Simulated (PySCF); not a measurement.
# From computed data to an observable: chemical shift, span and skew from a shielding tensor

C₄H₅, SMILES C=[C]C=C (connectivity only; charge and spin as stated), charge +1, multiplicity 1. Atoms are numbered in the order given.

```xyz
9

C     -0.1766     1.8419     0.0000
C      0.1660     0.6078     0.0000
C      0.5474    -0.7115     0.0000
C     -0.4231    -1.6798     0.0000
H     -0.3270     2.3877     0.9456
H     -0.3270     2.3877    -0.9456
H      1.6150    -0.9637     0.0000
H     -1.4875    -1.4191     0.0000
H     -0.1554    -2.7430     0.0000
```
Charge +1, spin multiplicity 1.

The structure is a stationary point at PBE0-D3(BJ)/def2-SVP. The spin state was assumed, not searched. The isomer is the one that the SMILES or the coordinates give; other isomers of the formula were not compared. Other conformers were not sampled.

GIAO shieldings from PBE0/pcSseg-1 run with PySCF, non-relativistic, no solvent. The symmetric part of the tensor of C1 has the principal values -11.7, 151.8, 170.1 ppm. The same nucleus in TMS has σ = 186.3 ppm at this level (PySCF, at its B3LYP-D3(BJ)/def2-TZVP geometry).

**Question.** Work out the isotropic shielding, the ¹³C shift against TMS, the span and the skew.

**Answer.** 
σ(iso) = (σ11 + σ22 + σ33)/3 = 103.4 ppm. δ = σ(ref) − σ(iso) = 186.3 − (103.4) = 82.9 ppm.
Span Ω = σ33 − σ11 = 181.8 ppm. Skew κ = 3(σ(iso) − σ22)/Ω = -0.80. Tumbling in solution averages the tensor to δ; in a static solid the shielding alone would spread this spin-1/2 line over Ω.
